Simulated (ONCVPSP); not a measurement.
**What one change does to a pseudopotential (carbon (C), ONCV)**

| Item | Value |
| --- | --- |
| Element | C (Z = 6) |
| Generator | ONCVPSP 4.0.1 |
| Type | optimised norm-conserving Vanderbilt (ONCV) |
| Functional | PBE |
| Relativity | scalar-relativistic |
| Frozen core | [He] |
| Valence charge | 4 |
| Reference configuration | 2s2 2p1 (charge +1) |
| Partial waves | 2s: rc 1.05 bohr, ncon 5, nbas 8, qcut 7.5 1/bohr, 2 projectors, debl 0.7 Ha; 2p: rc 2.10 bohr, ncon 5, nbas 8, qcut 6.9 1/bohr, 2 projectors, debl 1.2 Ha; d scattering state at 0.43 Ha: rc 2.20 bohr, ncon 5, nbas 10, qcut 5.2 1/bohr, 2 projectors, debl 0.9 Ha |
| Local potential | polynomial inside 0.80 bohr (lpopt 4, dvloc0 0 Ha) |
| Core correction | Teter function, fcfact 3.75, rcfact 1.1 |

In the s channel the program set the typed energies aside and used -0.947, 0.250 Ha.

Change: p: qcut 7.7.

Cutoffs: the cutoffs (Ha) at which the residual kinetic energy of the hardest occupied pseudo-wave falls to 1 and 0.1 mHa per electron; they do not see the model core or the augmentation charge, which bear on the density cutoff. Errors are all-electron minus pseudo energies relative to the spin-unpolarised reference configuration.

Q: How do hardness, ghosts and transferability respond?

A: The potential gets neither clearly harder nor softer (21 Ha and 27 Ha → 21 Ha and 27 Ha); the errors of the 4 common tests hardly move; neither file shows a bound ghost.

```tsv
quantity	base	changed
cutoff, loose	21 Ha	21 Ha
cutoff, tight	27 Ha	27 Ha
loose cutoff by channel	s 21 Ha, p 16 Ha	s 21 Ha, p 18 Ha
bound ghosts	none	none
GHOST(+) flags under 300 eV	none	none
error for 2s2 2p2, meV [ΔE -10.86 eV]	+28	+25
error for 2s2 2p0, meV [ΔE 24.16 eV]	+125	+116
error for 2s1 2p0, meV [ΔE 72.35 eV]	+386	+365
error for 2s0 2p4, meV [ΔE 6.11 eV]	+105	+99
s: phases at 1.06 bohr within 0.05 rad from the reference energy up to (Ha; the scan ends near 5)	to the end of the scan	to the end of the scan
p: phases at 2.13 bohr within 0.05 rad from the reference energy up to (Ha; the scan ends near 5)	to the end of the scan	to the end of the scan
d: phases at 2.24 bohr within 0.05 rad from the reference energy up to (Ha; the scan ends near 5)	3.0	3.0
rms error of d²Exc/dni dnj with the model core, mHa	4.54	4.62
```
